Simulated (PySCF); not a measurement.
C2H7NOSe, SMILES N(C)([Se]O)C. Geometry: PBE0-D3(BJ)/def2-SVP. Other conformers were not sampled.

Calculation: PBE0-D3(BJ)/def2-SVP run with PySCF.

Harmonic wavenumbers (cm⁻¹): 113, 116, 207, 228, 332, 337, 364, 449, 600, 627, 1008, 1066, 1068, 1108, 1154, 1268, 1273, 1413, 1436, 1449, 1463, 1473, 1490, 2999, 3011, 3089, 3095, 3165, 3172, 3852. Rotational constants (GHz): 5.075, 2.189, 2.153; symmetry number 1.

Question: Work out the zero-point energy and the ideal-gas rigid-rotor harmonic-oscillator thermochemistry at 298.15 K and 1 atm.

Answer: ZPE = ½ Σ hcν = ½ × 42425 cm⁻¹ = 253.76 kJ/mol. H − E(el) = 275.11 kJ/mol. Entropy in J/(mol K): translation 170.38, rotation 112.96, vibration 67.28, total 350.63. G − E(el) = 170.57 kJ/mol. Cp = 108.52 J/(mol K). Modes under 150 cm⁻¹ make the vibrational entropy uncertain.
